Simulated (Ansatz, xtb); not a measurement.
Ranking isomers of C2H6FGe+

3 gas-phase structures of C2H6FGe+, found in a search over its isomers (lower ones may exist). Each was relaxed with GFN2-xTB; where two conformers were screened, the lower at r2SCAN-D4/def2-SVP is listed:

A. `C[CH+][GeH2][F]`, a singlet
B. `[CH3][GeH+][CH2]F`, a singlet
C. `[CH3][Ge+]([CH3])[F]`, a singlet

Question: Estimate their order in r2SCAN-D4/def2-SVP energy at these geometries, lowest first.

Answer: Calculated order at r2SCAN-D4/def2-SVP: C (0.000), B (1.840), A (2.288) eV.

Energies above the lowest of each column, in eV; the last columns are at B3LYP-D3(BJ)/def2-SVP geometries and were run for some of them only (a dash: not run or not comparable):

```
structure  GFN2-xTB  HF/STO-3G  r2SCAN-D4/def2-SVP  B3LYP-D3(BJ)/def2-SVP  CCSD(T)/def2-SVP + ΔMP2/def2-TZVPP
        C     0.000      0.000               0.000                  0.000                               0.000
        B     1.881      1.064               1.840                  1.864                               2.035
        A     2.490      2.285               2.288                      –                                   –
```

Every level run on C puts it lowest or level with the lowest. Some further structures that were screened fall inside this span and aren't listed. Flexible structures stand in one conformer each, not always the lowest. Frequencies (B3LYP-D3(BJ)/def2-SVP) were run for B, C alone. ΔMP2 is the change of the MP2 energy from the smaller to the larger basis.

Programs: Ansatz 0.2.0, xtb 6.7.1.
